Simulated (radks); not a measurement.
Question: The phosphorus ion P2+, 13 electrons, occupied as [Ne] 3s2 3p1. Calculated with a radial shooting solver on a logarithmic mesh with Libxc functionals: non-relativistic Kohn-Sham, PBE, spin-unpolarised, spherical densities, point nucleus. Some entries of the table are withheld. Estimate them.

orbital  occ.  eigenvalue (eV)  r(max) (bohr)  <r> (bohr)
1s          2        -2102.010            (1)      0.1040
2s          2        -196.5905            (2)      0.5210
2p          6              (3)         0.3544      0.4848
3s          2         -33.8626            (4)       1.748
3p          1         -24.2855            (5)       1.972

Answer: 
(1) 1s r(max) (bohr): 0.06803
(2) 2s r(max) (bohr): 0.4203
(3) 2p eigenvalue (eV): -148.1003
(4) 3s r(max) (bohr): 1.518
(5) 3p r(max) (bohr): 1.677
